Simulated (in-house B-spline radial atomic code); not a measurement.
A fraction x of an electron is added to 5p in neutral tellurium, starting from [Kr] 4d10 5s2 5p4 and keeping the highest spin. Computed with a radial B-spline atomic code at the basis-set limit: scalar-relativistic (X2C) PW91, spin-polarised, spherical fractional occupations, Fermi nucleus of rms radius 4.7423 fm.

```
  x  E(x) - E(0) (eV)  5p down level (eV)
  0            0.0000              -5.264
0.1           -0.4935              -4.608
0.2           -0.9220              -3.963
0.3           -1.2865              -3.329
0.4                 ?                   ?
0.5           -1.8285              -2.101
0.6           -2.0089              -1.509
0.7                 ?                   ?
0.8           -2.1961              -0.377
```

Problem. What belongs in the row x = 0.4?

Solution. An energy change of -1.5882 eV; 5p down at -2.708 eV.

Problem. What belongs in the row x = 0.7?

Solution. An energy change of -2.1308 eV; 5p down at -0.933 eV.

Problem. Check Janak's theorem between x = 0.1 and 0.2.

Solution. The slope of the energy is -4.29 eV; the orbital levels give -4.29 eV (ε of the filling orbital, averaged over the two points).

Problem. Up to what added charge does this functional bind the extra electron?

Solution. The highest level rises by about 5.6 eV per electron near x = 0.8 and would reach zero near x = 0.87, so a whole extra electron isn't bound at the basis-set limit.
